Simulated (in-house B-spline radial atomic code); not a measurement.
Response of Zn as one setting changes: the share of exact exchange in a PBE hybrid. A dash marks a strongly mixed or unbound state. Computed with an all-electron radial atomic-structure program (B-spline basis): linear response of the closed shell [Ar] 3d10 4s2 with the functional's adiabatic kernel; scalar-relativistic (spin-free one-electron X2C), finite nucleus, no spin-orbit coupling, no double excitations, S, P, D and F terms only; shells from n = 2 respond. Only terms of natural parity with L up to 3 were computed.

| share of exact exchange in a PBE hybrid | lowest 1P (eV) | lowest 3P, Tamm-Dancoff (eV) | minus highest occupied level (eV) | α (bohr³) |
| --- | --- | --- | --- | --- |
| 0 | 4s → 4p 5.567 | 4s → 4p 4.126 | 5.976 | 38.28 |
| 0.1 | 4s → 4p 5.539 | 4s → 4p 4.026 | 6.266 | 39.23 |
| 0.2 | 4s → 4p 5.505 | 4s → 4p 3.926 | 6.555 | 40.24 |
| 0.3 | 4s → 4p 5.466 | 4s → 4p 3.826 | 6.844 | 41.29 |
| 0.4 | ? | ? | ? | ? |
| 0.5 | 4s → 4p 5.377 | 4s → 4p 3.629 | 7.419 | 43.54 |
| 0.6 | 4s → 4p 5.329 | 4s → 4p 3.532 | 7.706 | 44.74 |
| 0.7 | 4s → 4p 5.277 | 4s → 4p 3.436 | 7.991 | 45.99 |
| 0.8 | ? | ? | ? | ? |
| 0.9 | 4s → 4p 5.169 | 4s → 4p 3.247 | 8.557 | 48.63 |
| 1 | 4s → 4p 5.113 | 4s → 4p 3.154 | 8.838 | 50.02 |

Question: What belongs in the row for 0.4?

Answer: lowest 1P (eV): 4s → 4p 5.423; lowest 3P, Tamm-Dancoff (eV): 4s → 4p 3.727; minus highest occupied level (eV): 7.132; α (bohr³): 42.39.

Question: What belongs in the row for 0.8?

Answer: lowest 1P (eV): 4s → 4p 5.224; lowest 3P, Tamm-Dancoff (eV): 4s → 4p 3.341; minus highest occupied level (eV): 8.275; α (bohr³): 47.28.
